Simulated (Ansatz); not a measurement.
## Abstraction of F: C2HF3Sn + C2H5O → C2HF2Sn + C2H5FO

Species: C2HF3Sn `C#[C][Sn]([F])([F])[F]`, singlet; C2H5O (methoxymethyl) `[CH2]OC`, doublet; C2HF2Sn `C#[C][Sn]([F])[F]`, doublet; C2H5FO (methoxymethyl fluoride) `COCF`, singlet. A radical takes F: the energy is the difference in strength between the Sn–F bond broken and the C–F bond made.

Shapes, held fixed at every level: PBE0-D4/def2-TZVP. Flexible molecules stand in one conformer, not always the lowest. Programs: Ansatz 0.2.0. The zero-point and thermal change to 298 K, harmonic and unscaled (PBE0-D4/def2-TZVP), is +9.9 kJ/mol.

```
               level                    kind  ΔH(298 K) (kJ/mol)  less CCSD(T)/def2-TZVPP  CPU time (sum over the molecules)
       HF/def2-TZVPP            Hartree–Fock               +10.0                    +14.2                                  –
    SPW92/def2-TZVPP                     LDA               -42.2                    -38.0                               14 s
r2SCAN-D4/def2-TZVPP                meta-GGA                -8.9                     -4.7                               58 s
  PBE0-D4/def2-TZVPP           global hybrid               -16.2                    -12.0                               34 s
  wB97X-V/def2-TZVPP  range-separated hybrid                -5.6                     -1.4                               88 s
   B2PLYP/def2-TZVPP           double hybrid                -8.5                     -4.3                               60 s
  CCSD(T)/def2-TZVPP   coupled cluster or CI                -4.2                      0.0                             37 min
```

The highest level, CCSD(T)/def2-TZVPP, gives ΔH(298 K) = -4.2 kJ/mol; the levels span -42.2 to +10.0. They disagree on the sign: 1 of 7 are positive. The column of differences is taken from that level and isn't an error. No measured value is set beside it here. Open shells run unrestricted unless RO is named. For atoms past krypton def2 sets carry core potentials with scalar relativity. Correlated rows may include outer-core shells of Sn, which these sets cover unevenly. Times are processor times on shared x86 and Arm servers, and rough.
